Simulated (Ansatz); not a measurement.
`CC(C)(C)[NH][Ga]([Cl])[Cl]`. The species carries charge 0 and has multiplicity 1. All single points use the PBE0-D4/def2-TZVP geometry. It is one conformer, not always the lowest.

```xyz
18

C     0.485    0.634    1.229
C    -0.247   -0.235    0.221
C     0.044   -1.708    0.506
C    -1.750    0.020    0.320
N     0.202    0.084   -1.130
Ga    1.380    1.250   -1.817
Cl    2.599    2.652   -0.785
Cl    1.577    1.216   -3.942
H     0.292    1.695    1.053
H     0.152    0.395    2.241
H     1.565    0.471    1.184
H    -0.459   -2.350   -0.222
H    -0.306   -1.991    1.502
H     1.117   -1.903    0.446
H    -2.127   -0.239    1.313
H    -2.294   -0.583   -0.413
H    -1.972    1.071    0.126
H    -0.259   -0.478   -1.833
```

(1) What is the dipole moment at ωB97M-V/def2-TZVPP? (Best estimate.)

(2) And with PBE, r2SCAN, B3LYP? (An estimate is asked.)

(3) Give the Mulliken charges with ωB97M-V, B3LYP, r2SCAN in def2-TZVPP. (An estimate is asked.)

Answers

(1) Computed: 3.09 D, with components (-1.83, -1.73, 1.79) D in this frame, pointing from negative to positive charge.

(2) The calculation gave: PBE 3.22 D, r2SCAN 3.30 D, B3LYP 3.18 D.

(3) Ansatz gave: 
```csv
atom,ωB97M-V,B3LYP,r2SCAN
C1,-0.36,-0.28,-0.19
C2,0.03,0.23,0.31
C3,-0.28,-0.26,-0.18
C4,-0.28,-0.26,-0.18
N5,-0.22,-0.23,-0.29
Ga6,0.47,0.48,0.50
Cl7,-0.23,-0.26,-0.26
Cl8,-0.25,-0.27,-0.28
H9,0.13,0.09,0.06
H10,0.11,0.08,0.05
H11,0.13,0.09,0.06
H12,0.11,0.07,0.04
H13,0.10,0.07,0.04
H14,0.11,0.08,0.05
H15,0.10,0.07,0.04
H16,0.11,0.07,0.04
H17,0.11,0.08,0.05
H18,0.11,0.12,0.14
```

B3LYP here is the variant with VWN-RPA as its local correlation; programs differ in this.
